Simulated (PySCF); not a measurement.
Potential energy curve for SMILES SS. The S1–S3 bond (S1 also carries H; S3 carries H) is stretched with both fragments frozen at the PBE0/def2-TZVP optimised geometry.

- RHF/cc-pVDZ (PySCF)
- UKS-r2SCAN = unrestricted r2SCAN/cc-pVDZ (PySCF)
- RKS-PBE0 = restricted PBE0/cc-pVDZ (PySCF)

Magnitude of the dipole moment (D; its direction can reverse along the curve, and a method can change to another solution) and Mulliken charge of the fragment that holds S1:

```tsv
R / Å	μ RHF	q RHF	μ UKS-r2SCAN	q UKS-r2SCAN	μ RKS-PBE0	q RKS-PBE0
1.65	1.26	0.00	1.22	0.00	1.22	0.00
1.75	1.35	0.00	1.32	0.00	1.32	0.00
1.83	1.40	0.00	1.37	0.00	1.37	0.00
1.93	1.44	0.00	1.42	0.00	1.41	0.00
2.01	1.46	0.00	1.44	0.00	1.43	0.00
2.05	1.46	0.00	1.44	0.00	1.43	0.00
2.13	1.47	0.00	1.45	0.00	1.44	0.00
2.15	1.47	0.00	1.45	0.00	1.44	0.00
2.23	1.47	0.00	1.45	0.00	1.44	0.00
2.40	1.47	0.00	1.45	0.00	1.43	0.00
2.52	1.47	0.00	1.44	0.00	1.43	0.00
2.79	1.47	0.00	1.43	0.00	1.42	0.00
3.08	1.48	0.00	1.45	0.00	1.41	0.00
3.38	1.49	0.00	1.45	0.00	1.42	0.00
3.68	1.50	0.00	1.45	0.00	1.42	0.00
4.05	1.50	0.00	1.45	0.00	1.43	0.00
4.50	1.51	0.00	1.45	0.00	1.43	0.00
5.07	1.50	0.00	1.44	0.00	1.43	0.00
5.49	1.50	0.00	1.44	0.00	1.43	0.00
6.15	1.50	0.00	1.44	0.00	1.43	0.00
7.24	1.50	0.00	1.44	0.00	1.43	0.00
```

The restricted form behind RHF, RKS-PBE0 keeps the bonding electrons paired and can't separate into open-shell fragments. The unrestricted determinant behind UKS-r2SCAN is spin-contaminated at 3.08 to 7.24 Å (<S²> up to 1.0, against 0.00 for a pure singlet).
